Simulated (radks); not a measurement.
Initial-state core-level shifts of neutral lutetium when its valence configuration changes from [Xe] 4f14 5d1 6s2. Method: Dirac Kohn-Sham, PBE, spin-unpolarised, spherical densities, finite nucleus; open shells fill j = l - 1/2 first; Fermi nuclear charge, rms radius 5.37 fm; computed with a radial shooting solver on a logarithmic mesh with Libxc functionals. Shifts are changes of the shell-averaged eigenvalues in eV (positive: less bound); the change of the density at the nucleus, which sets a Mossbauer isomer shift, is in e/bohr^3, on a base of 1.111e+06.

| valence | 3s | 4s | 4p | 4d | density at nucleus |
|---|---|---|---|---|---|
| 4f13 5d1 6s2 6p1 | -12.075 | -11.702 | -11.528 | -11.265 | +83.4 |
| 4f14 5d1 6s1 6p1 | -1.234 | -1.238 | -1.238 | -1.239 | -41.7 |
| 4f12 5d1 6s2 6p2 | -26.003 | -24.976 | -24.571 | -23.971 | +181.9 |
| 4f12 5d2 6s1 6p2 | -23.305 | -22.286 | -21.875 | -21.263 | +93.1 |
| 4f13 5d2 6s2 | -8.777 | -8.393 | -8.212 | -7.935 | +60.5 |
| 4f14 5d1 6s0.5 6p1.5 | -1.821 | -1.828 | -1.829 | -1.829 | -64.4 |
| 4f14 6s2 6p1 | -2.954 | -2.975 | -2.985 | -3.003 | +19.7 |
| 4f14 5d3 | +1.565 | +1.589 | +1.600 | +1.623 | -94.7 |
| 4f13 5d3 6s1 | -7.266 | -6.873 | -6.686 | -6.399 | +2.2 |
